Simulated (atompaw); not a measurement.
Cutoff test, bismuth (Bi), PAW (atompaw)

| Item | Value |
| --- | --- |
| Element | Bi |
| Generator | atompaw 4.2.0.5 |
| Type | PAW |
| Functional | PBE |
| Relativity | scalar-relativistic |
| Frozen core | [Xe] 4f14 5d10 |
| Valence charge | 5 |
| Reference configuration | 6s2 6p1 (charge +2) |
| Partial waves | 6s (bound): rc 2.70 bohr; 6s channel at -1.55 Ry: rc 2.70 bohr; 6p (bound): rc 2.70 bohr; 6p channel at -0.9 Ry: rc 2.70 bohr |
| Local potential | bessel scheme, radius 2.30 bohr |
| Core correction | smooth core density matched at 1.40 bohr |
| Augmentation charge | sinc compensation charge, radius 2.65 bohr; PAW radius 2.70 bohr; waves and projectors: custom rrkj gramschmidtortho |

The pseudo-atom Hamiltonian at the reference potential is diagonalised in spherical Bessel functions j_l(qr) that vanish at 20 bohr, with q² up to the cutoff. All-electron valence levels (Ry): 6s -2.2568, 6p -1.4108.

Q: How do the lowest levels (Ry) of each channel move with the cutoff, and are there ghosts?

A:

```tsv
cutoff (Ry)	s #1	p #1	p #2	d #1	d #2	f #1	Σ f·Δε (mRy)
8	-2.2568	-1.4099	-0.5207	-0.8755	-0.3612	-0.3321	1.1
10	-2.2568	-1.4106	-0.5208	-0.8778	-0.3622	-0.3324	0.4
12	-2.2568	-1.4107	-0.5208	-0.8782	-0.3624	-0.3325	0.2
15	-2.2568	-1.4108	-0.5208	-0.8782	-0.3624	-0.3325	0.1
400	-2.2569	-1.4108	-0.5208	-0.8782	-0.3624	-0.3325	0.0
```

Result: no extra level below or beside the all-electron valence levels (s, p, d, f tested); 10 mRy is reached at 6 Ry and 1 mRy at 10 Ry.
